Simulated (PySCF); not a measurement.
CH9FOSi3, SMILES C[SiH2]O[Si@H](F)[SiH3].

Geometry optimised at PBE0-D3(BJ)/def2-SVP. The structure was generated by enumeration; whether it is a known compound was not checked. One conformer was computed; it need not be the lowest.

Two levels are set side by side: TDA-PBE/def2-SVPD (PySCF) and TDA-PBE0/def2-SVPD (PySCF). Vertical, same geometry. The lowest singlet is HOMO→LUMO 94 % with PBE and HOMO→LUMO 93 % with the other functional; states are paired by order. Differences are taken from unrounded values.

| quantity | TDA-PBE0 |
|---|---|
| lowest singlet excitation (eV) | 6.61 |
| lowest triplet excitation (TDA) (eV) | 5.77 |

### Question
What does TDA-PBE give, and how far is it from TDA-PBE0? (An estimate is asked for; the answer gives what the named calculation found.)

### Answer

```
quantity                              TDA-PBE  TDA-PBE minus TDA-PBE0
------------------------------------  -------  ----------------------
lowest singlet excitation (eV)           5.97                   -0.64
lowest triplet excitation (TDA) (eV)     5.41                   -0.35
```

A lower first singlet is the usual sign of a functional without exact exchange. Differences between two approximate levels are no errors against the true value.

Rough cost on one machine, each run with all the roots and properties that it gave: TDA-PBE0 against TDA-PBE about 3 times.
